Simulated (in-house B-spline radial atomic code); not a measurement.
Configurations of La V (La4+), with energies counted from [Kr] 4d10 5s2 5p5. Computed with a radial B-spline atomic code at the basis-set limit: scalar-relativistic (X2C) HSE06, spin-polarised, spherical fractional occupations, exact exchange averaged over the configuration, Fermi nucleus of rms radius 4.855 fm. Shells without spins written out take the highest spin.

Occupations are held fixed; configurations that lie above the ionisation limit could autoionise.

```json
{"configuration": "[Kr] 4d10 5s2 5p4 6p1", "E - E(ref) (eV)": "33.784", "highest orbital": "6p up", "its <r> (bohr)": "3.52"}
{"configuration": "[Kr] 4d10 5s1 5p5 6f1", "E - E(ref) (eV)": "67.075", "highest orbital": "6f up", "its <r> (bohr)": "6.225"}
{"configuration": "[Kr] 4d9 5s2 5p6", "E - E(ref) (eV)": "87.71", "highest orbital": "5p down", "its <r> (bohr)": "1.672"}
{"configuration": "[Ar] 3d9 4s2 4p6 4d10 5s2 5p6", "E - E(ref) (eV)": "823.18", "highest orbital": "5p down", "its <r> (bohr)": "1.656"}
```

Q: Order these further configurations by energy, lowest first.
A. [Kr] 4d9 4f1 5s2 5p5
B. [Ar] 3d9 4s2 4p6 4d10 5s2 5p5 5f1
C. [Kr] 4d9 5s2 5p5 6p1
D. [Kr] 4d10 5s1 5p6
E. [Kr] 4d9 5s2 5p5 6d1

A: D (18.385 eV), A (100.35 eV), C (123.94 eV), E (131.5 eV), B (867.05 eV).
